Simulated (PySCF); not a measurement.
## PySCF run on CI

File input.py (PySCF 2.14):

```python
from pyscf import gto, scf

mol = gto.M(
    atom='C 0 0 0; I 0 0 1.818',
    basis='lanl2dz',
    ecp={'I': 'lanl2dz'},
    charge=0,
    spin=1,
    verbose=4,
)
mf = scf.UHF(mol)
mf.kernel()
mf.mulliken_pop()
mf.dip_moment()
print('orbital energies (hartree):', [e[max(0, n-3):n+3].round(4) for e, n in zip(mf.mo_energy, mol.nelec)])
```

```bash
$ OMP_NUM_THREADS=1 python input.py
```

It prints (some set-up lines and the per-cycle HOMO/LUMO lines with their warnings removed):

```
PySCF version 2.14.0

[INPUT] Symbol           X                Y                Z      unit          X                Y                Z       unit  Magmom
[INPUT]  1 C      0.000000000000   0.000000000000   0.000000000000 AA    0.000000000000   0.000000000000   0.000000000000 Bohr   0.0
[INPUT]  2 I      0.000000000000   0.000000000000   1.818000000000 AA    0.000000000000   0.000000000000   3.435522094459 Bohr   0.0

nuclear repulsion = 12.2252160938614
number of shells = 9
number of NR pGTOs = 37
number of NR cGTOs = 17
basis = lanl2dz
ecp = {'I': 'lanl2dz'}

******** <class 'pyscf.scf.uhf.UHF'> ********
method = UHF
initial guess = minao
damping factor = 0
level_shift factor = 0
DIIS = <class 'pyscf.scf.diis.CDIIS'>
SCF conv_tol = 1e-09
SCF max_cycles = 50
number electrons alpha = 7  beta = 6
init E= -45.3710762917406

cycle= 1 E= -48.7095357937925  delta_E= -3.34  |g|= 0.311  |ddm|= 2.53
cycle= 2 E= -48.7846356512021  delta_E= -0.0751  |g|= 0.158  |ddm|= 0.653
cycle= 3 E= -48.8043570634029  delta_E= -0.0197  |g|= 0.0491  |ddm|= 0.306
cycle= 4 E= -48.8090791591198  delta_E= -0.00472  |g|= 0.022  |ddm|= 0.0966
cycle= 5 E= -48.8104188388666  delta_E= -0.00134  |g|= 0.0048  |ddm|= 0.0968
cycle= 6 E= -48.8104763593707  delta_E= -5.75e-05  |g|= 0.00184  |ddm|= 0.0172
cycle= 7 E= -48.8104888415208  delta_E= -1.25e-05  |g|= 0.000833  |ddm|= 0.00788
cycle= 8 E= -48.8104926124123  delta_E= -3.77e-06  |g|= 0.000227  |ddm|= 0.00604
cycle= 9 E= -48.8104928683514  delta_E= -2.56e-07  |g|= 4.07e-05  |ddm|= 0.00206
cycle= 10 E= -48.8104928727645  delta_E= -4.41e-09  |g|= 1.14e-05  |ddm|= 0.000235
cycle= 11 E= -48.8104928731022  delta_E= -3.38e-10  |g|= 4.34e-06  |ddm|= 4.59e-05
Extra cycle  E= -48.810492873147  delta_E= -4.48e-11  |g|= 2.7e-06  |ddm|= 9.38e-06
converged SCF energy = -48.810492873147  <S^2> = 0.75973383  2S+1 = 2.0097103
 ** Mulliken pop       alpha | beta **
pop of  0 C 1s        0.99979 | 0.99992
pop of  0 C 2s        0.48916 | 0.44418
pop of  0 C 3s        0.50295 | 0.50895
pop of  0 C 2px       0.42522 | 0.05579
pop of  0 C 2py       0.45279 | 0.05510
pop of  0 C 2pz       0.46391 | 0.42373
pop of  0 C 3px       0.12505 | 0.03615
pop of  0 C 3py       0.13081 | 0.03569
pop of  0 C 3pz       0.04643 | 0.07057
pop of  1 I 5s        0.35926 | 0.35878
pop of  1 I 6s        0.61815 | 0.61530
pop of  1 I 5px       0.51258 | 0.50291
pop of  1 I 5py       0.51573 | 0.50340
pop of  1 I 5pz       0.41911 | 0.45460
pop of  1 I 6px       0.41740 | 0.40516
pop of  1 I 6py       0.42043 | 0.40581
pop of  1 I 6pz       0.10124 | 0.12398
In total             7.00000 | 6.00000
 ** Mulliken atomic charges   ( Nelec_alpha | Nelec_beta ) **
charge of  0C =     -0.26617  (     3.63610      2.63007 )
charge of  1I =      0.26617  (     3.36390      3.36993 )
Dipole moment(X, Y, Z, Debye):  0.00000, -0.00000,  2.15462
orbital energies (hartree): [array([-0.4449, -0.4378, -0.3398,  0.0283,  0.1525,  0.4457]), array([-0.4439, -0.4298, -0.3961,  0.0585,  0.1015,  0.1701])]
```

In short: E(SCF) = -48.810493 Eh, 11 cycles, ⟨S²⟩ = 0.760, μz(SCF) = 2.15 D.

It ran on Arm Neoverse N1 (1 thread, shared host) in 1.2 s.

The bond length is a typed value, not an optimised one. No search for the lowest solution was made.
